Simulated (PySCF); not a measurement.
**Ne²⁺: ionisation energy**

Ne²⁺ [He] 2s2 2p4 (3P) → Ne³⁺ [He] 2s2 2p3 (4S), as a difference of total energies. All numbers are calculated (PySCF 2.14, the non-relativistic Hamiltonian (point nucleus), in aug-cc-pVQZ). Correlated levels: valence: 1s2 frozen. The calculations carry no spin-orbit coupling.

```
           method  ionisation energy (eV)  plus first-order spin-orbit estimate  error of that sum (eV)
              UHF                  61.837                                61.874                  -1.549
              LDA                  63.648                                63.686                  +0.263
              PBE                  63.889                                63.926                  +0.503
             PBE0                  63.739                                63.777                  +0.354
           r2SCAN                  63.625                                63.662                  +0.239
            B3LYP                  64.065                                64.103                  +0.680
              M06                  63.787                                63.824                  +0.401
             BLYP                  64.014                                64.051                  +0.628
        BHandHLYP                  63.703                                63.741                  +0.318
    MP2 (valence)                  63.177                                63.215                  -0.208
SCS-MP2 (valence)                  63.314                                63.351                  -0.072
```

Reference: 63.423 eV (measured; NIST Atomic Spectra Database, ionization energies).

A first-order spin-orbit estimate (lowest level to lowest level, LS coupling) adds 0.037 eV.

Errors of the correlated levels include the incompleteness of this basis and the frozen core.
